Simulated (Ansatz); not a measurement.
`CO[SiH](Cl)OC`, charge 0, multiplicity 1.

Q: Give a relaxed structure at PBE0-D4/def2-TZVP (Ansatz 0.2.0). (Estimate.)

A: Ansatz gave: 
Cartesian coordinates in Å:
```
C 1.866 1.811 -0.488
O 0.585 1.223 -0.558
Si 0.191 -0.233 0.021
Cl 0.651 -0.358 2.025
O -1.404 -0.374 -0.202
C -2.194 -1.458 0.233
H 2.618 1.192 -0.989
H 2.171 1.968 0.551
H 1.818 2.777 -0.992
H 0.949 -1.324 -0.630
H -3.215 -1.288 -0.112
H -1.839 -2.407 -0.183
H -2.197 -1.530 1.324
```
Point group Cs.
This is one stationary point; other conformers may exist.
